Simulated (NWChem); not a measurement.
Basis-set convergence for H4ClInO

SMILES: O.[InH2][Cl]
```xyz
7

In    -0.6494    -0.0230     0.1224
H     -1.0662     0.2667     1.7647
H     -1.5057    -0.5651    -1.2743
Cl     1.4154     1.1397    -0.5044
O      0.9622    -1.7885     0.3028
H      1.6963    -1.1846     0.0617
H      0.9375    -2.4577    -0.3980
```
Charge 0, spin multiplicity 1.

Everything below was run with NWChem. Structure: optimised with B3LYP/def2-SVP with def2 effective core potentials on In, a minimum by its harmonic frequencies.

Quantity: vertical ionisation energy at the level ΔMP2 (Δ: difference of total energies, the cation a doublet at the parent's geometry; it is the state that the SCF runs reached, from PBE0 orbitals for Hartree-Fock references, and need not be the lowest).

Effective core potentials replace the inner electrons of In; spin-orbit coupling is left out. The correlated methods keep 10 core orbitals frozen. The structure started from a generated list of species. The stability of the SCF solutions was not checked. Open-shell Hartree-Fock references start from PBE0 orbitals; any time given for them includes that run.

Costs are rough ratios of processor time within this set of runs, SCF included, with def2-SVP as 1.

Task: In def2-TZVPP the value is 10.62 eV. Among def2-SVP, def2-SVPD, def2-TZVP, def2-TZVPD, which is the smallest basis within 0.1 eV of it?

Result: def2-SVPD, with 114 functions against 179 and about 20 % of the time (also within reach: def2-TZVP, def2-TZVPD). def2-TZVPP isn't the basis-set limit itself, and a small set can land close by cancellation.

| basis | functions | vertical ionisation energy (eV) | relative cost |
|---|---|---|---|
| def2-SVP | 78 | 10.24 | 1 |
| def2-SVPD | 114 | 10.61 | under 3 |
| def2-TZVP | 142 | 10.61 | 4 |
| def2-TZVPD | 178 | 10.64 | 20 |
| def2-TZVPP | 179 | 10.62 | 10 |
